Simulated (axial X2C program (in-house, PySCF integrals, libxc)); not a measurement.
**Nuclear properties of BSe⁻**

Calculated with an axial X2C code built on PySCF integrals: two-component X2C with atomic mean-field Coulomb and Gaunt terms, Gaussian nuclei, basis Se dyall-acv3z, B dyall-av3z with contracted cores.

R = 1.828 Å (near the PBE0 minimum at charge -1 of the determinant lowest at the starting distance; the state shown can have its own minimum elsewhere).

Input and command:
```json
{"zs": [34, 5], "q": -1, "bas": ["dyall-acv3z", "dyall-av3z"], "r0": 1.85, "levels": ["PBE0", "HF", "B3LYP", "BHandHLYP", "TPSSh"], "nst": 3}
```
```bash
python soeom.py task.json out
```

Keys: zs atomic numbers; q charge; bas basis sets; r0 starting distance in Å; levels methods; nst determinants followed.

Determinant lowest in the PBE0 search, Ω = 0 (closed shell), highest spinor 43% B p, 29% B s, 14% Se p:

| level | qzz Se (a.u.) | qzz B (a.u.) |
| --- | --- | --- |
| PBE0 | -0.51 | -0.45 |
| HF | -0.33 | -0.52 |
| B3LYP | -0.45 | -0.47 |
| BHandHLYP | -0.38 | -0.50 |
| TPSSh | -0.44 | -0.45 |

qzz is the electric field gradient, eQq0 = 234.96 MHz × Q/barn × qzz. The operators were transformed with the bare-nucleus X2C matrices; with these basis sets, hyperfine constants and field gradients can be off by tens of per cent, and where levels differ in sign neither size nor sign is settled.

Question: With Q(11B) = 0.04059 barn (Q from Pyykkö, Mol. Phys. 2018), turn the PBE0 values of the first state into constants in MHz.

Answer: eQq0(11B) = 234.96 × (0.04059) × (-0.45) = -4.29 MHz.

Each state is one determinant with collinear spin. For an anion, determinants above electron detachment, or with a positive highest level, are held by the basis set. The search compared states at one distance, so a state with another bond length can lie lower. Further determinants of the search, some of them spin-mixed, are not shown.
